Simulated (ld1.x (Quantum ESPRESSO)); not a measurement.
**What the settings do to the PAW potential of aluminium**

Base potential:

* Element: Al (Z = 13)
* Generator: ld1.x (Quantum ESPRESSO) 7.5
* Type: PAW
* Functional: LDA (PZ)
* Relativity: non-relativistic
* Frozen core: [Ne]
* Valence charge: 3
* Reference configuration: 3s1 3p0 (charge +2)
* Partial waves: 3s (bound): rcut 1.95, rcutus 2.10 bohr; 3s channel at 1.1 Ry: rcut 1.95, rcutus 2.10 bohr; 3p (bound, empty): rcut 2.05, rcutus 2.50 bohr; 3p channel at 3.2 Ry: rcut 2.05, rcutus 2.50 bohr; 3d channel at 0.3 Ry: rcut 1.70, rcutus 1.95 bohr; 3d channel at 2.3 Ry: rcut 1.70, rcutus 1.95 bohr
* Local potential: all-electron potential smoothed inside 1.60 bohr (lloc = -1)
* Core correction: Bessel-smoothed model core inside 1.30 bohr
* Augmentation charge: PSQ, inside the norm-conserving radii

Cutoffs, loose and tight: the cutoffs (Ry, on a coarse ladder) from which the occupation-weighted sum of valence levels, in a spherical-Bessel basis at the reference potential, stays within 10 and 1 mRy of its value at 400 Ry. They do not see the model core or the augmentation charge, which bear on the density cutoff. Test errors are all-electron minus pseudo excitation energies from the reference, over the configurations 3s2 3p1; 3s2 3p0; 3s2 3p0.5; 3s0 3p3; 3s1 3p1; 3s1 3p2; 3s2 3p1.3 (two spin-polarised tests are not counted in the largest error). A dash means not determined; rows that change the core or the reference have their own tests. The largest error is taken over the tests solved by every variant that gives reliable tests at all: 3s2 3p0; 3s2 3p0.5; 3s2 3p1.

```csv
change,outcome,"cutoff, loose","cutoff, tight",bound ghosts,largest test error (meV)
base,generated,6 Ry,8 Ry,none,-19
"waves 3p (bound): rcut 1.66, rcutus 1.76 bohr; 3p channel at 3.2 Ry: rcut 1.66, rcutus 1.76 bohr",generated,6 Ry,8 Ry,none,-19
"waves 3p (bound): rcut 1.84, rcutus 1.94 bohr; 3p channel at 3.2 Ry: rcut 1.84, rcutus 1.94 bohr",generated,6 Ry,8 Ry,none,-20
"waves 3p (bound): rcut 2.05, rcutus 2.36 bohr; 3p channel at 3.2 Ry: rcut 2.05, rcutus 2.36 bohr",generated,6 Ry,8 Ry,none,-20
"waves 3p (bound): rcut 2.05, rcutus 2.76 bohr; 3p channel at 3.2 Ry: rcut 2.05, rcutus 2.76 bohr",generated,6 Ry,8 Ry,none,-17
"waves 3p (bound): rcut 2.05, rcutus 3.10 bohr; 3p channel at 3.2 Ry: rcut 2.05, rcutus 3.10 bohr",generated,6 Ry,8 Ry,none,-14
"waves 3p (bound): rcut 2.05, rcutus 3.36 bohr; 3p channel at 3.2 Ry: rcut 2.05, rcutus 3.36 bohr",generated,6 Ry,8 Ry,none,-14
"waves 3p (bound): rcut 2.05, rcutus 3.78 bohr; 3p channel at 3.2 Ry: rcut 2.05, rcutus 3.78 bohr",generated,6 Ry,8 Ry,none,-17
```

Reading the sweep of the p radius (base included, trends over the rows without a ghost): The loose cutoff stays near 6 Ry. The median size of the test errors (rows with all tests solved) is not monotonic: lowest 9.6 meV at 3.1 bohr, highest 14.3 meV at 1.76 bohr.
